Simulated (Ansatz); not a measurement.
Consider the hydrogenolysis of the Si–C bond: `C[SiH2][SiH2]O` + H₂ → `O[SiH2][SiH3]` + CH₄.

Gas-phase electronic energies from Ansatz, PBE0-D4/def2-TZVP geometries. CBS: MP2 limit from def2 TZ/QZ plus the TZ coupled-cluster correction, frozen cores. This one scheme is used for every species. One conformer a species, not always the lowest.

`C[SiH2][SiH2]O`:

```xyz
12

C     0.827    1.169    1.258
Si    0.993   -0.175   -0.042
Si   -1.085   -1.098   -0.624
O    -2.109    0.034   -1.270
H     0.410    0.761    2.182
H     0.161    1.961    0.909
H     1.798    1.614    1.488
H     1.886   -1.266    0.445
H     1.621    0.389   -1.275
H    -0.881   -2.237   -1.568
H    -1.791   -1.614    0.578
H    -1.830    0.461   -2.080
```

H₂:

```xyz
2

H    -0.073   -0.107    0.350
H     0.073    0.107   -0.350
```

`O[SiH2][SiH3]`:

Z-matrix (Å, degrees):
```
Si
Si 1 2.347
O 1 1.654 2 112.4
H 1 1.484 2 110.6 3 117.6
H 1 1.493 2 108.5 3 -123.5
H 2 1.489 1 110.0 3 177.8
H 2 1.491 1 110.1 3 58.6
H 2 1.488 1 111.4 3 -61.5
H 3 0.958 1 117.6 2 -58.8
```

CH₄:

Z-matrix (Å, degrees):
```
C
H 1 1.090
H 1 1.090 2 109.5
H 1 1.090 2 109.5 3 -120.0
H 1 1.090 2 109.5 3 120.0
```

```csv
species,MP2/def2-QZVPP energy (Eh)
`C[SiH2][SiH2]O`,-696.12333
H₂,-1.16658
`O[SiH2][SiH3]`,-656.87301
CH₄,-40.42633
```

Question: Work out ΔE.

Answer: ΔE = (-656.87301) + (-40.42633) − (-696.12333) − (-1.16658) = -0.00943 Eh = -24.8 kJ/mol. CCSD(T)/CBS gives -29.2 kJ/mol.

Largest T1 diagnostic among the species: 0.012.

Leaving LDA and LC-ωPBE aside and taking each functional with its dispersion term where it has one, the values, not all of them listed here, spread over 12.8 kJ/mol, from BHLYP-D4 to revPBE-D4. LDA lies +4.6 kJ/mol from PBE without D4. At CCSD(T), def2-SVP lies −13.8 kJ/mol from the extrapolated value and def2-TZVPP −2.6 kJ/mol. In def2-TZVPP, CCSD(T) changes the Hartree–Fock value by +20.5 kJ/mol (the triples alone add +3.9 kJ/mol) and MP2 by +26.0 kJ/mol.
